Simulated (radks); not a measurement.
Species: Pb2+. Configuration: [Hg]. All-electron calculation, scalar-relativistic Kohn-Sham, r2SCAN, spin-polarised, spherical densities, finite nucleus; meta-GGA in the generalised Kohn-Sham scheme; Fermi nuclear charge, rms radius 5.5012 fm; hard spherical wall at 15 bohr. Program: a radial shooting solver on a logarithmic mesh with Libxc functionals. Some entries of the table are withheld. Estimate them.

orbital  occ.  eigenvalue (eV)  <1/r> (bohr^-1)
1s          2              (1)            101.3
2s          2        -15820.02            23.81
2p          6        -13573.54            20.91
3s          2        -3822.387            8.834
3p          6        -3175.445            7.988
3d         10        -2513.178              (2)
4s          2        -885.5087            3.795
4p          6        -672.5884              (3)
4d         10        -424.5562            3.069
5s          2        -163.7078            1.589
4f         14        -151.2402            2.674
5p          6        -104.8615            1.361
5d         10         -38.5199            1.016
6s          2         -27.6484              (4)
6p          0         -16.6837              (5)

Answer. 
(1) 1s eigenvalue (eV): -88199.31
(2) 3d <1/r> (bohr^-1): 7.487
(3) 4p <1/r> (bohr^-1): 3.416
(4) 6s <1/r> (bohr^-1): 0.5912
(5) 6p <1/r> (bohr^-1): 0.4649
